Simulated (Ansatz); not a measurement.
```yaml
atoms:
  - { symbol: S, position_ang: [0.0876, 0.0492, -0.0452] }
  - { symbol: F, position_ang: [1.5745, -0.0584, -0.0430] }
  - { symbol: F, position_ang: [-1.5488, -0.0384, 0.0782] }
  - { symbol: F, position_ang: [-0.0734, 1.5755, 0.0385] }
  - { symbol: F, position_ang: [-0.0475, -1.6434, 0.0293] }
  - { symbol: F, position_ang: [0.0608, 0.0229, 1.5594] }
  - { symbol: F, position_ang: [0.0645, 0.0249, -1.6794] }
```

Basis set: STO-3G (spherical functions). Left uncorrelated: 11 orbitals. Charge 0, multiplicity 1.

Computed with Ansatz (development build ahead of 0.2.0); each method stands on the lowest determinant of its kind that the runs found. Restricted open shells among the atoms or ions are ROHF, correlated in semicanonical orbitals with singles.

Task: Give the atomization energy at this shape (free ground-state atoms in the same class of orbitals less the molecule, no zero-point energy) of singlet SF6 by RHF-MP2, RHF.

Result:

```csv
method,atomization energy
RHF-MP2,-0.57 eV
RHF,-4.47 eV
```

Caution: the shape is not the minimum. Caution for RHF: the molecule lies well above its atoms at this level.

This basis has no polarisation functions and is too small for such energies, which can lie far from measured ones in either direction.
